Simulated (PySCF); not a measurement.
From computed data to an observable: entropy of an ideal gas

GaH3O3, SMILES [OH][Ga]([OH])[OH].

Geometry: B3LYP-D3(BJ)/def2-SVP. The values are those of a single conformer.

PySCF with B3LYP-D3(BJ)/def2-SVP gives the harmonic wavenumbers 180, 180, 196, 310, 336, 337, 659, 737, 737, 813, 849, 849, 3843, 3843, 3845 cm⁻¹ and the rotational temperatures 0.2872, 0.2872, 0.1436 K. The molar mass is 120.74 g/mol, the symmetry number 3, the spin multiplicity 1.

Task: Work out the entropy at 298.15 K and 1 atm in the rigid-rotor, harmonic-oscillator model.

Result: 
Translation (Sackur–Tetrode at 1 atm): S = R[1.5 ln M + 2.5 ln T − 1.16487] = 168.5 J/(mol K).
Rotation: q = (√π/σ) T^1.5/√(θA θB θC) = 27900, S = R[ln q + 3/2] = 97.6 J/(mol K).
Vibration: with u = 1.4388 ν/T, each mode gives R[u/(e^u − 1) − ln(1 − e^−u)]:
```
ν (cm⁻¹)  modes     u  S (J/(mol K))
--------  -----  ----  -------------
180           2  0.87          19.48
196           1  0.95           9.08
310           1  1.50           5.70
336           1  1.62           5.15
337           1  1.63           5.13
659           1  3.18           1.50
737           2  3.56           2.22
813           1  3.92           0.82
849           2  4.10           1.43
```
The stiffer modes add less than 0.005 each. Sum 50.5 J/(mol K).
Spin: R ln 1 = 0.0 J/(mol K).
Total 316.6 J/(mol K); the program's own thermochemistry gives 316.7. Translation makes up 53 % and vibration 16 %. Anharmonicity, hindered rotation and orbital degeneracy are left out.
